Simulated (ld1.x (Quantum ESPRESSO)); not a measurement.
## Reading a pseudo-wave (P)

Columns: radius, all-electron u(r) and pseudo u(r) of the 3p shell (level -5.51 eV) of phosphorus in the configuration [Ne] 3s2 3p3; PBE, scalar-relativistic, RRKJ scheme, ld1.x (Quantum ESPRESSO) 7.5.

```
r (bohr)  all-electron   pseudo
   0.080        0.0964  -0.0066
   0.160        0.2205  -0.0253
   0.240        0.2871  -0.0536
   0.320        0.2923  -0.0876
   0.400        0.2513  -0.1237
   0.480        0.1807  -0.1591
   0.560        0.0940  -0.1927
   0.640        0.0005  -0.2250
   0.720       -0.0931  -0.2576
   0.800       -0.1828  -0.2926
   0.880       -0.2660  -0.3318
   0.960       -0.3415  -0.3756
   1.040       -0.4086  -0.4231
   1.120       -0.4674  -0.4719
   1.200       -0.5182  -0.5190
   1.280       -0.5611  -0.5612
   1.360       -0.5965  -0.5965
   1.440       -0.6248  -0.6248
   1.520       -0.6466  -0.6466
   1.600       -0.6624  -0.6624
   1.680       -0.6730  -0.6730
   1.760       -0.6788  -0.6788
   1.840       -0.6804  -0.6804
   1.920       -0.6785  -0.6785
   2.000       -0.6735  -0.6735
   2.080       -0.6658  -0.6658
```

Problem. How many radial nodes do the two functions have?

Solution. The all-electron 3p function has n − l − 1 = 1; the pseudo-wave has 0, since the states of the same l below it are removed with the core.

Problem. At about which radius was the pseudo-wave matched?

Solution. 1.30 bohr, where the columns begin to agree (steps of 0.08 bohr).

Problem. Is the pseudo-wave norm-conserving?

Solution. Yes: the RRKJ scheme keeps the norm inside the radius equal to the all-electron one, which fixes the energy derivative of the logarithmic derivative at the level.
